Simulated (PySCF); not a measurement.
Frontier orbitals and the lowest excitations

Species: C3H10Si2.
Cartesian coordinates in Å at the PBE0-D3(BJ)/def2-SVP level; atoms count from 1:
```
atom  x, y, z in Å
C1     2.005   -0.524   -0.313
C2     0.735    0.025    0.319
Si3   -0.832   -1.036    0.576
C4    -1.932    0.478    0.237
Si5   -0.405    1.272   -0.573
H6     2.758    0.264   -0.475
H7     1.797   -0.981   -1.294
H8     2.476   -1.299    0.313
H9     0.953    0.476    1.308
H10   -0.970   -2.068   -0.500
H11   -0.990   -1.709    1.905
H12   -2.842    0.348   -0.364
H13   -2.201    0.994    1.174
H14   -0.167    2.726   -0.303
H15   -0.393    1.051   -2.054
```

The calculation used PySCF 2.14.0, density-fitted response routines, TDDFT CAM-B3LYP/def2-SVPD, vertical, gas phase, core orbitals frozen in the response.

Frontier orbitals with the atoms that hold most of them (Löwdin shares over 4%, at most four atoms; ? is withheld):

| orbital | ε (eV) | atoms |
| --- | --- | --- |
| HOMO-3 | -10.46 | Si5 15%, Si3 15%, H15 12%, H10 12% |
| HOMO-2 | -9.81 | C2 28%, C4 18%, C1 11%, Si5 10% |
| HOMO-1 | -9.52 | ? |
| HOMO | -8.78 | C2 32%, Si5 15%, Si3 15%, C1 8% |
| LUMO | ? | ? |
| LUMO+1 | 1.18 | Si5 22%, Si3 22%, C4 8%, H13 8% |
| LUMO+2 | 1.79 | Si3 25%, Si5 25%, H11 8%, H14 8% |

(1) Give the leading atoms of the LUMO.

(2) Which atoms hold the HOMO-1, and with what shares?

(3) What is the LUMO energy, and the HOMO–LUMO gap?

## Answers

(1) Si5 (bonded to 2 C and 2 H) 15%; Si3 (bonded to 2 C and 2 H) 15%; C4 (bonded to 2 Si and 2 H) 10%; C2 (bonded to C, 2 Si and H) 10%. By element: silicon 30%, carbon 20% or more.

(2) C4 (bonded to 2 Si and 2 H) 41%; Si3 (bonded to 2 C and 2 H) 16%; Si5 (bonded to 2 C and 2 H) 16%; C2 (bonded to C, 2 Si and H) 6%. By element: carbon 47% or more, silicon 31%.

(3) ε(LUMO) = 0.81 eV; the gap is 9.60 eV (0.3527 hartree).

**Question.** How does S1 compare with the orbital gap of 9.60 eV?

**Answer.** S1 is at 6.35 eV (f = 0.0017), 3.25 eV below the gap, made of HOMO→LUMO (92%). 

**Question.** Give energy, strength and leading configuration of S1, S2, S5 and S7, and follow the Löwdin shares of the leading atoms from the occupied to the empty orbital.

**Answer.** 
- S1 (6.35 eV, f 0.0017), HOMO→LUMO (92%): C2 32% → 10%, Si5 15% → 15%, Si3 15% → 15%
- S2 (6.91 eV, f 0.0043), HOMO→LUMO+1 (83%): C2 32% → at most 8%, Si5 15% → 22%, Si3 15% → 22%
- S5 (7.55 eV, f 0.0050), HOMO-2→LUMO (91%): C2 28% → 10%, C4 18% → 10%, Si5 10% → 15%, Si3 at most 10% → 15%
- S7 (7.84 eV, f 0.0034), HOMO-2→LUMO+1 (77%): C2 28% → at most 8%, C4 18% → 8%, Si5 10% → 22%, Si3 at most 10% → 22%

Hardware: one thread of an Intel Xeon Platinum 8488C, shared host with 192 logical CPUs at a one-minute load of 41. Cost: 1.7 min, 1.0 GiB resident at most.

One conformer stands for the species.
